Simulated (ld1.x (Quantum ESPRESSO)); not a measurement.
## Ranking TM potentials for N

All share these settings but for the change named:

nitrogen, norm-conserving Troullier–Martins (Kleinman–Bylander form), made with ld1.x (Quantum ESPRESSO) 7.5 (PBE, fully relativistic). Core [He], reference 2s2 2p2 (charge +1). Waves: 2s (bound): rc 0.80 bohr; 2p (bound): rc 2.40 bohr; 3d channel at 0.1 Ry: rc 2.30 bohr. Local part: all-electron potential smoothed inside 1.20 bohr (lloc = -1). Core correction: Bessel-smoothed model core, default radius (core density twice the valence density).

Open shells are filled in proportion to 2j + 1 (rel_dist='average').

Test errors are all-electron minus pseudo excitation energies from the reference, over 2s2 2p3; 2s2 2p1; 2s2 2p0; 2s1 2p4; 2s0 2p5; 2s2 2p2.5; 2s2 2p3.3. None of these files shows a bound ghost.

The base gives 1976.4 meV.

Of 10 variants that were run, those that failed, showed a ghost or another fault, or gave nearly equal values are left out.

A variant can come out equal or close to the base, since the largest error may sit in a test that the change hardly touches while other tests move.

Task: Rank these variants by their largest absolute test error, smallest first.
A. type RRKJ; local potential all-electron potential smoothed inside 1.00 bohr (lloc = -1)
B. wave 3d channel at 0.1 Ry: rc 2.30 bohr becomes 3d channel at 0.1 Ry: rc 3.12 bohr
C. wave 2p (bound): rc 2.40 bohr becomes 2p (bound): rc 1.44 bohr

Result: C (335.2 meV), B (1976.4 meV), A (2770.2 meV).
